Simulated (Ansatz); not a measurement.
Molecule: C$_{2}$H$_{7}$Ge, net charge -1, singlet state. It need not be the lowest isomer of its formula. Whether it binds its extra electron was not tested at this geometry. 
Coordinates optimised at B3LYP-D3(BJ)/def2-TZVP (Ansatz, a quantum-chemistry and plane-wave program):
```
Ge
H 1 1.5768
H 1 1.5768 2 104.34
C 1 1.8865 2 112.54 3 -122.31
H 4 1.0963 1 111.90 2 176.80
H 4 1.0963 5 109.98 1 -125.03
C 1 2.0481 2 100.13 3 103.31
H 7 1.0939 1 109.55 2 67.48
H 7 1.0939 8 108.03 1 -119.28
H 7 1.0963 8 108.74 9 -117.85
```
Charge -1, spin multiplicity 1.

Basis-set convergence of Hartree-Fock and MP2 correlation energies (hartree) with Ansatz. Cores are frozen in the correlated levels unless marked. No spin-orbit coupling. The frozen core is the preceding noble-gas configuration, with the filled d and f shells of earlier blocks. No relativistic terms. This anion needs diffuse functions, which these sets lack.

```csv
basis,functions,E(HF),"E(corr, MP2)"
cc-pVDZ,90,-2155.06346,-0.40857
cc-pVTZ,201,-2155.16974,-0.50455
cc-pVQZ,388,[?],[?]
```

Q: Complete the blanks.

A: 
- cc-pVQZ, E(HF): -2155.18184
- cc-pVQZ, E(corr, MP2): -0.53738
